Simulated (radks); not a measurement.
Results of a calculation; reference values are marked as such.
As2+, configuration [Ar] 3d10 4s2 4p1. Code: a radial shooting solver on a logarithmic mesh with Libxc functionals. Model: Dirac Kohn-Sham, PBE, spin-unpolarised, spherical densities, point nucleus; open shells are shared between the two j in proportion to 2j + 1.

Unscreened Slater integrals over Kohn-Sham orbitals (eV). Large and small components are both included.

F0(4p3/2,4p3/2): 11.383
F2(4p3/2,4p3/2): 6.0108
F0(4p3/2,4p1/2): 11.464
G2(4p3/2,4p1/2): 6.0481
F0(4p3/2,4s1/2): 12.310
G1(4p3/2,4s1/2): 8.1454
F0(4p3/2,3d5/2): 14.742
F2(4p3/2,3d5/2): 3.0632
G1(4p3/2,3d5/2): 1.1070
G3(4p3/2,3d5/2): 0.98554
F0(4p1/2,4p1/2): 11.547
F0(4p1/2,4s1/2): 12.418
G1(4p1/2,4s1/2): 8.2895
F0(4p1/2,3d5/2): 14.938
G3(4p1/2,3d5/2): 1.0232
F0(4s1/2,4s1/2): 13.560
F0(4s1/2,3d5/2): 17.211
G2(4s1/2,3d5/2): 1.6431
F0(3d5/2,3d5/2): 37.080
F2(3d5/2,3d5/2): 17.454
F4(3d5/2,3d5/2): 10.919
